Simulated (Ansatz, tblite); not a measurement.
Forces on Al₄As₄H₁₄, a cluster cut from wurtzite AlAs (hydrogen-capped) at its r2SCAN-D4/def2-SVP geometry. Charge 0, multiplicity 1.

The xTB rows come from tblite. Single mean-field runs in def2-TZVP are fitted with def2-universal-jkfit.

GFN1-xTB (tblite), largest force 0.71 eV/Å:

```xyz
22
positions Å, forces eV/Å
Al   -0.497   -2.089   -1.833    0.034    0.377    0.402
As    1.308   -0.268   -2.094   -0.253    0.179    0.563
Al   -2.681    0.846    0.270    0.493   -0.242   -0.040
As   -1.428   -1.310    0.346    0.341    0.313   -0.082
As   -0.664    2.388   -0.177    0.300   -0.567    0.022
Al    1.659    1.524   -0.402   -0.511   -0.471    0.123
Al    0.070   -1.610    2.318   -0.084    0.274   -0.471
As    1.833    0.155    1.670   -0.404    0.063   -0.497
H    -1.492   -1.810   -3.045    0.203   -0.199    0.158
H     0.346   -3.432   -1.678   -0.222    0.176   -0.159
H     1.188    0.457   -3.412    0.306   -0.242    0.177
H     2.676   -0.864   -2.322   -0.254    0.254   -0.234
H    -3.557    0.984   -1.052    0.029    0.029    0.323
H    -3.186    1.297    1.711   -0.056   -0.043   -0.318
H    -2.526   -2.317    0.613    0.053    0.049   -0.013
H    -0.879    3.250   -1.398    0.061    0.086    0.416
H    -0.571    3.502    0.836   -0.056   -0.009   -0.425
H     2.810    2.580   -0.682   -0.030   -0.027    0.007
H     0.874   -2.984    2.257   -0.176    0.216    0.167
H    -0.571   -1.026    3.653    0.159   -0.237   -0.156
H     3.225   -0.427    1.638   -0.186    0.308    0.232
H     2.062    1.152    2.780    0.252   -0.286   -0.197
```

GFN2-xTB (tblite), largest force 0.65 eV/Å:

```
Al -0.154 -0.180 -0.011
As -0.311 -0.116 0.287
Al -0.208 -0.109 0.042
As 0.140 0.129 -0.034
As -0.081 -0.426 0.060
Al 0.471 0.431 -0.115
Al -0.139 -0.171 0.091
As -0.376 -0.161 -0.157
H 0.241 -0.074 0.139
H -0.108 0.236 -0.123
H 0.274 -0.128 0.011
H -0.066 0.174 -0.239
H 0.128 0.075 0.245
H 0.057 0.015 -0.282
H 0.003 0.003 -0.001
H 0.042 0.184 0.237
H -0.029 0.126 -0.274
H -0.267 -0.245 0.065
H -0.079 0.261 0.090
H 0.197 -0.111 -0.176
H -0.002 0.224 0.203
H 0.264 -0.137 -0.057
```

PBE0-D4/def2-TZVP (Ansatz), largest force 0.06 eV/Å:

```
Al 0.008 0.026 0.021
As 0.008 0.007 -0.001
Al 0.032 -0.007 -0.004
As -0.005 -0.005 0.001
As 0.007 0.007 -0.003
Al -0.002 -0.003 0.001
Al 0.002 0.020 -0.026
As 0.007 0.008 -0.003
H 0.036 -0.008 0.044
H -0.029 0.050 -0.004
H -0.004 -0.020 0.032
H -0.037 0.008 0.008
H 0.034 -0.005 0.047
H 0.020 -0.016 -0.051
H 0.029 0.026 -0.007
H 0.001 -0.025 0.028
H -0.007 -0.032 -0.020
H -0.046 -0.042 0.011
H -0.028 0.050 0.000
H 0.023 -0.019 -0.049
H -0.037 0.008 0.000
H -0.012 -0.027 -0.025
```
